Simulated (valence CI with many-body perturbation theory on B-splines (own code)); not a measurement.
**Te45+ in brief**

Computed by valence CI with perturbative core correlation (CI+MBPT): five valence electrons over a frozen Dirac-Fock core [He], a basis of 11 s, 11 p, 10 d, 8 f, 5 g, 2 h functions for each j, with the one-electron correlation potential Σ1 (screened to all orders), the two-electron term Σ2, the three-electron term Σ3, Breit, model QED; selected single and double excitations, second order for the rest, scaled by the run's own slope (own B-spline code, finite nucleus).

The last digits are not significant, and no measured levels were compared; by estimate large intervals hold to a few tenths of a per cent, small ones and those within an open d or f shell to about a per cent. Among the levels kept, up to 7200 cm⁻¹ of a level comes from second order outside the variational space, and about a tenth of that is noise between levels of different J, which matters for small intervals.

Levels are named by their leading jj configuration (3d3/2^4 stands for four electrons in 3d with j = 3/2), which in mixed levels can hold well under half, so a name can repeat and another be missing.

Rates and lifetimes use the calculated energies. Strong lines usually hold to 10 to 20 %, long lifetimes can be off by a factor of two.

Problem. What is the ground level?

Solution. (2s^2 2p1/2^2 2p3/2) J=3/2, composition 46 % 2s2 2p3 2P° + 28 % 2s2 2p3 4S° + 26 % 2s2 2p3 2D°, g = 1.368.

Problem. Among levels below 397.33 Ry, which E1 lines absorb most strongly from the ground level?

Solution. to (2s^2 2p1/2 2p3/2 3d3/2) J=5/2 at 0.2620 nm, f = 0.603; to (2s^2 2p1/2^2 3d5/2) J=5/2 at 0.2775 nm, f = 0.523; to (2s^2 2p1/2 2p3/2 3d3/2) J=3/2 at 0.2617 nm, f = 0.270.

Problem. What is the ionisation energy?

Solution. 7713.9 eV; NIST lists 7714 ± 4 eV (theoretical).

Problem. Where does the other parity begin?

Solution. At (2s 2p1/2^2 2p3/2^2) J=5/2, 35.08 Ry.

Problem. How well does LS coupling describe the low levels?

Solution. Among the lowest 20 levels the leading LS term, summed over configurations, holds 61 % on average. For single configurations the figures are 61 % in LS and 99 % in jj coupling. Terms mix most in the J = 3/2 level at 321.55 Ry, where the leading one holds 31 %.

Problem. Name the longest-lived excited levels whose lifetime is computed, and their main decay.

Solution. (2s^2 2p1/2 2p3/2^2) J=5/2 at 21.30 Ry lives 28.4 ns, mostly by M1 to (2s^2 2p1/2^2 2p3/2) J=3/2; (2s^2 2p1/2 2p3/2^2) J=1/2 at 23.46 Ry lives 7.17 ns, mostly by M1 to (2s^2 2p1/2^2 2p3/2) J=3/2; (2s^2 2p1/2 2p3/2^2) J=3/2 at 19.87 Ry lives 4.93 ns, mostly by M1 to (2s^2 2p1/2^2 2p3/2) J=3/2.
